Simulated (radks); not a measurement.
Values are calculated unless marked as measured or tabulated.
Q: The mean radii <r> (bohr) of the occupied orbitals of an atom or ion are listed with their occupations. Level of theory: scalar-relativistic Kohn-Sham, PBEsol, spin-unpolarised, spherical densities, point nucleus (a radial shooting solver on a logarithmic mesh with Libxc functionals).

orbital  occ.      <r>
1s          2  0.02611
2s          2   0.1120
2p          6  0.09802
3s          2   0.2948
3p          6   0.2916
3d         10   0.2661
4s          2   0.6123

Name the element and its charge.

A: Z = 55, caesium, charge +25: Cs25+ in [Ar] 3d10 4s2. The 1s radius gives Z: for a bare nucleus <r> = (2 gamma + 1)/(2Z) with gamma = sqrt(1 - (Z/c)^2), 0.02574 bohr for Z = 55, and screening makes it slightly larger (0.02611 here). The occupations add up to 30, and the charge is Z minus that.
